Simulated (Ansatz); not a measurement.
System: sum formula BOBr₂, charge 0, multiplicity 2. It need not be the lowest isomer of its formula. SMILES: B([O])(Br)Br
Structure (B3LYP-D3(BJ)/def2-TZVP (Ansatz, a program for electronic structure) minimum search):
```xyz
4

O     -0.1155     1.9195    -0.0992
B     -0.0374     0.6213    -0.0321
Br     1.7215    -0.1595     0.0464
Br    -1.6898    -0.3681    -0.0192
```
Charge 0, spin multiplicity 2.

Wanted: atomisation energy (electronic, to ground-state atoms), in kcal/mol. Valence correlation only, unless marked. UHF or UKS for open shells. Spin-orbit coupling is left out. Frozen are the shells of the preceding noble gas and the d and f shells that filled before the atom's block. Non-relativistic. The coupled-cluster limit lacks core correlation, which all-electron functionals hold. CBS(X,Y): correlation extrapolated as X^-3; Hartree-Fock from the larger set (for Q and 5 zeta extrapolated as (X+1)exp(-9√X)). The bracket is a focal-point correction in the basis named.

| level | program | atomisation energy (kcal/mol) | minus last row |
|---|---|---|---|
| HF/CBS(cc-pVQZ,cc-pV5Z) | Ansatz | 222.4 | -87.0 |
| revPBE-D3(BJ)/def2-TZVPD | Ansatz + dftd3 | 322.6 | 13.2 |
| r2SCAN-D3(BJ)/def2-TZVPD | Ansatz + dftd3 | 327.7 | 18.3 |
| PBE0-D4/def2-TZVPD | Ansatz + dftd4 | 321.3 | 11.9 |
| HSE06/def2-TZVPD | Ansatz | 319.6 | 10.2 |
| PBE-QIDH/def2-TZVPD | Ansatz | 313.1 | 3.7 |
| MP2/aug-cc-pVDZ | Ansatz | 297.5 | -11.9 |
| MP2/cc-pVTZ | Ansatz | 311.3 | 1.9 |
| MP2/cc-pV5Z | Ansatz | 319.9 | 10.5 |
| RI-MP2/aug-cc-pVQZ | Ansatz | 318.6 | 9.2 |
| RI-MP2/cc-pVTZ | Ansatz | 311.2 | 1.8 |
| RI-MP2/cc-pVQZ | Ansatz | 317.5 | 8.1 |
| RI-MP2/CBS(cc-pVTZ,cc-pVQZ) | Ansatz | 321.8 | 12.4 |
| SCS-MP2/6-31G | Ansatz | 241.8 | -67.6 |
| SCS-MP2/aug-cc-pVTZ | Ansatz | 302.0 | -7.4 |
| SCS-MP2/cc-pVTZ | Ansatz | 300.3 | -9.1 |
| CCSD(T)/6-31G | Ansatz | 244.2 | -65.2 |
| CCSD(T)/cc-pVTZ | Ansatz | 298.3 | -11.1 |
| RI-MP2/CBS(cc-pVTZ,cc-pVQZ)+[CCSD(T)-MP2]/cc-pVDZ | Ansatz | 309.7 | 0.3 |
| RI-MP2/CBS(aug-cc-pVTZ,aug-cc-pVQZ)+[CCSD(T)-MP2]/aug-cc-pVTZ | Ansatz | 309.1 | -0.3 |
| CCSD(T)/CBS(cc-pVQZ,cc-pV5Z) | Ansatz | 309.4 | 0.0 |
